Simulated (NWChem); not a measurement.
System: C4H3FS; SMILES Fc1cccs1

```xyz
9

F     -0.0725    -2.1372     0.0000
C     -0.2154    -0.8101     0.0000
C     -1.3793    -0.1061     0.0000
C     -1.1253     1.3043     0.0000
C      0.2029     1.6193     0.0000
S      1.2101     0.1945     0.0000
H     -2.3581    -0.5696     0.0000
H     -1.9117     2.0510     0.0000
H      0.6638     2.5974     0.0000
```
Atoms are numbered in this order, from 1.

All runs: NWChem. Pople sets run with spherical d functions. Medium grid unless said otherwise, to which SCAN and Minnesota functionals are sensitive. Coordinates come from a B3LYP/6-31G* (spherical d) optimisation.

For level CAM-B3LYP/6-31G*:

highest occupied level (eV): -7.77
orbital gap (eV): 8.83

Problem. What are these values for level r2SCAN0/6-31G*?

Solution. 
| Quantity | Result |
|---|---|
| highest occupied level (eV) | -6.72 |
| orbital gap (eV) | 6.63 |
